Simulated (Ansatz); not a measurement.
Relaxing a trial structure of BGaH5Si

The starting geometry of this gas-phase doublet was optimised with GFN2-xTB.

```yaml
atoms:
  - { symbol: B, position_ang: [0.4845, -0.1268, -1.0445] }
  - { symbol: Ga, position_ang: [-1.8609, 0.9830, -0.1851] }
  - { symbol: Si, position_ang: [0.6475, 0.7276, 0.7849] }
  - { symbol: H, position_ang: [1.5120, -0.6015, -1.3897] }
  - { symbol: H, position_ang: [-0.4211, -0.9583, -0.9627] }
  - { symbol: H, position_ang: [1.0346, -0.0892, 1.9784] }
  - { symbol: H, position_ang: [1.6121, 1.8464, 1.0193] }
  - { symbol: H, position_ang: [0.0876, 0.7560, -1.8064] }
```

Q: Predict what becomes of its bonds when it is optimised with r2SCAN-D4/def2-SVP.

A: New bonds form, giving a structure given below by its coordinates. Contacts that close: B1–Ga2 (2.73 → 2.28 Å), Ga2–Si3 (2.70 → 2.59 Å).

The energy falls by 0.54 eV over 8 steps:

| step | E − E(last) (eV) |
| --- | --- |
| 1 | 0.545 |
| 2 | 0.165 |
| 3 | 0.047 |
| 4 | 0.016 |
| 5 | 0.001 |
| 6 | 0.000 |
| 7 | 0.000 |
| 8 | 0.000 |

Final geometry (Å):

```xyz
8

B     0.4695   -0.1103   -1.0179
Ga   -1.4993    0.8083   -0.3355
Si    0.8187    0.6949    0.8237
H     1.3969   -0.6596   -1.5759
H    -0.5004   -0.8965   -0.8599
H     0.8845   -0.1332    2.0625
H     1.5153    2.0004    1.0101
H     0.0110    0.8333   -1.7130
```

Frequencies at the end are all real (lowest 185 cm⁻¹). Open shells are spin-unrestricted. Run with Ansatz 0.2.0, 62 s on 2 threads of Arm Neoverse V2, with other jobs on the host.
